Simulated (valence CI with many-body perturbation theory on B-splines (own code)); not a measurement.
Forbidden lines of Mo⁸⁺

Calculated by valence CI with perturbative core correlation (CI+MBPT): six valence electrons over a frozen Dirac-Fock core [Ar] 3d10, radial functions for each j: 9 s, 9 p, 8 d, 6 f, 3 g, 1 h, with the one-electron correlation potential Σ1 (screened to all orders), the two-electron term Σ2, the three-electron term Σ3, Breit, model QED; selected single and double excitations, second order for the rest, scaled by the run's own slope (own B-spline code, finite nucleus).

No measured levels were compared; by estimate levels hold to about 250 cm⁻¹ or 0.2 % of their energy and the worst to 1 %, as in measured heavy ions of charge 2 to 7; those with d or f electrons hold less well. Among the levels kept, up to 890 cm⁻¹ of a level comes from second order outside the variational space, and about a tenth of that is noise between levels of different J, which matters for small intervals.

Lines 1 to 35 of 35 in falling wavelength, among levels below 49.228 eV, chosen from the decays that carry over 1 % of a level's rate. Wavelengths and rates use the calculated energies, so an error of 600 cm⁻¹ moves a line at 2001 nm by 12 % and its rate by three times that or more. Electric multipoles are in the length gauge, E1 and E2 with the static RPA response of the core. S is in atomic units (e²a₀⁴ for E2 and M2, e²a₀⁶ for E3), for M1 in squared Bohr magnetons. Weak lines are less certain than strong ones. Lines between different terms over intervals too small for the method are left out, as are lines whose strength nearly cancels.

Names give the largest LS component (configuration and term), which can be under half, so a name can repeat, a term be missing and a line seem to break the LS rules; names also repeat where a configuration has a term twice. Letters in brackets count levels of one name in rising energy.

| λ vac (nm) | Upper | Lower | Type | A (s⁻¹) | S (a.u.) |
| --- | --- | --- | --- | --- | --- |
| 2001 | 4s²4p³4d ³G°_5 | 4s²4p³4d ³F°_4 [b] | M1 | 1.27e+00 | 4.14e+00 |
| 1925 | 4s²4p³4d ³F°_4 [a] | 4s²4p³4d ³F°_3 [a] | M1 | 2.07e+00 | 4.92e+00 |
| 1379 | 4s²4p³4d ³F°_4 [b] | 4s²4p³4d ³F°_4 [a] | M1 | 1.01e+00 | 8.88e-01 |
| 1012 | 4s²4p³4d ¹G°_4 | 4s²4p³4d ³G°_3 | M1 | 2.32e+00 | 8.02e-01 |
| 816.5 | 4s²4p³4d ³G°_5 | 4s²4p³4d ³F°_4 [a] | M1 | 9.55e+00 | 2.12e+00 |
| 803.5 | 4s²4p³4d ³F°_4 [b] | 4s²4p³4d ³F°_3 [a] | M1 | 1.86e+00 | 3.23e-01 |
| 759.8 | 4s²4p³4d ³F°_4 [a] | 4s²4p³4d ³D°_3 | M1 | 1.18e+01 | 1.72e+00 |
| 657.4 | 4s²4p⁴ ¹D_2 | 4s²4p⁴ ³P_1 | M1 | 5.65e+00 | 2.97e-01 |
| 601.1 | 4s²4p⁴ ³P_0 | 4s²4p⁴ ³P_2 | E2 | 1.25e-01 | 8.78e-01 |
| 534.8 | 4s²4p³4d ¹G°_4 | 4s²4p³4d ³F°_3 [a] | M1 | 9.00e-01 | 4.59e-02 |
| 489.9 | 4s²4p³4d ³F°_4 [b] | 4s²4p³4d ³D°_3 | M1 | 9.75e-01 | 3.83e-02 |
| 486.8 | 4s²4p⁴ ³P_1 | 4s²4p⁴ ³P_2 | M1 | 1.72e+02 | 2.21e+00 |
| 305.8 | 4s²4p³4d ³F°_4 [a] | 4s²4p³4d ⁵D°_4 | M1 | 7.54e+01 | 7.20e-01 |
| 279.7 | 4s²4p⁴ ¹D_2 | 4s²4p⁴ ³P_2 | M1 | 1.94e+02 | 7.85e-01 |
| 268.0 | 4s²4p⁴ ¹S_0 | 4s²4p⁴ ¹D_2 | E2 | 1.74e+01 | 2.15e+00 |
| 250.3 | 4s²4p³4d ³F°_4 [b] | 4s²4p³4d ⁵D°_4 | M1 | 6.01e+01 | 3.15e-01 |
| 237.5 | 4s²4p³4d ³F°_4 [b] | 4s²4p³4d ⁵D°_3 | M1 | 1.54e+01 | 6.89e-02 |
| 222.5 | 4s²4p³4d ³G°_5 | 4s²4p³4d ⁵D°_4 | M1 | 1.53e+01 | 6.86e-02 |
| 222.5 | 4s²4p³4d ³G°_5 | 4s²4p³4d ⁵D°_4 | E2 | 6.23e-01 | 3.33e-01 |
| 216.4 | 4s²4p³4d ¹G°_4 | 4s²4p³4d ⁵D°_4 | M1 | 3.95e+01 | 1.34e-01 |
| 206.8 | 4s²4p³4d ¹G°_4 | 4s²4p³4d ⁵D°_3 | M1 | 1.59e+01 | 4.68e-02 |
| 190.4 | 4s²4p⁴ ¹S_0 | 4s²4p⁴ ³P_1 | M1 | 1.67e+03 | 4.29e-01 |
| 107.5 | 4s²4p³4d ⁵D°_4 | 4s4p⁵ ³P°_2 | E2 | 2.09e+00 | 2.40e-02 |
| 79.51 | 4s²4p³4d ³F°_4 [a] | 4s4p⁵ ³P°_2 | E2 | 2.12e+01 | 5.42e-02 |
| 75.18 | 4s²4p³4d ³F°_4 [b] | 4s4p⁵ ³P°_2 | E2 | 2.91e+00 | 5.61e-03 |
| 71.80 | 4s²4p³4d ¹G°_4 | 4s4p⁵ ³P°_2 | E2 | 5.51e+00 | 8.46e-03 |
| 30.97 | 4s²4p³4d ³F°_4 [a] | 4s²4p⁴ ¹D_2 | M2 | 5.24e+01 | 1.20e-03 |
| 30.68 | 4s²4p³4d ⁵D°_4 | 4s²4p⁴ ³P_2 | M2 | 4.33e+01 | 9.47e-04 |
| 30.29 | 4s²4p³4d ³F°_4 [b] | 4s²4p⁴ ¹D_2 | M2 | 7.06e+00 | 1.45e-04 |
| 29.73 | 4s²4p³4d ¹G°_4 | 4s²4p⁴ ¹D_2 | M2 | 1.72e+01 | 3.21e-04 |
| 29.73 | 4s²4p³4d ¹G°_4 | 4s²4p⁴ ¹D_2 | E3 | 1.88e+00 | 1.10e+01 |
| 27.88 | 4s²4p³4d ³F°_4 [a] | 4s²4p⁴ ³P_2 | E3 | 1.88e+00 | 7.04e+00 |
| 27.33 | 4s²4p³4d ³F°_4 [b] | 4s²4p⁴ ³P_2 | M2 | 1.13e+00 | 1.39e-05 |
| 26.96 | 4s²4p³4d ³G°_5 | 4s²4p⁴ ³P_2 | E3 | 2.47e+00 | 8.95e+00 |
| 26.87 | 4s²4p³4d ¹G°_4 | 4s²4p⁴ ³P_2 | M2 | 4.02e+00 | 4.53e-05 |
